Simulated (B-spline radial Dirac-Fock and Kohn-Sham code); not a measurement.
ΔSCF core binding energies without Breit or QED terms, calculated with a radial atomic solver.

A sound run for Co³⁺, configuration [Ar] 3d6: The ground state converged in 10 iterations, with total energy -1389.95682 Ha, virial ratio 1.98456 and highest orbital energy -55.75 eV. ΔSCF binding energies: K (1s) 7779.0 eV, L3 (2p3/2) 838.8 eV. Holes are computed only in closed shells, and unreliable hole states are left out.

A second run, with one unsound setting: The ground state had not converged after 60 iterations, with total energy -1389.92984 Ha, virial ratio 1.98174 and highest orbital energy -53.05 eV. ΔSCF binding energies: K (1s) 7779.5 eV, L3 (2p3/2) 839.2 eV (not all states converged, so these are not final). Holes are computed only in closed shells, and unreliable hole states are left out.

```
iter   energy (Ha)        error
   1    -1375.33045499  1.01e+00
   2    -1384.78010541  6.54e-01
   3    -1385.16959639  6.22e-01
   4    -1385.53218293  5.91e-01
   5    -1385.86952647  5.61e-01
   6    -1386.18319932  5.33e-01
   7    -1386.47468879  5.06e-01
   8    -1386.74540111  4.81e-01
   9    -1386.99666521  4.62e-01
  17    -1388.44332961  3.33e-01
  25    -1389.20726836  2.34e-01
  33    -1389.59571743  1.61e-01
  41    -1389.78666251  1.10e-01
  49    -1389.87792794  7.40e-02
  57    -1389.92062267  4.95e-02
  60    -1389.92983630  4.25e-02
```

Task: Which fault fits the second run best?
A. box too small
B. damping too heavy
C. speed of light below Z
D. nuclear radius in wrong units

Result: B. The input had damp = 0.97; ndamp = 100: damp is so close to 1 that the orbitals hardly move in each step.
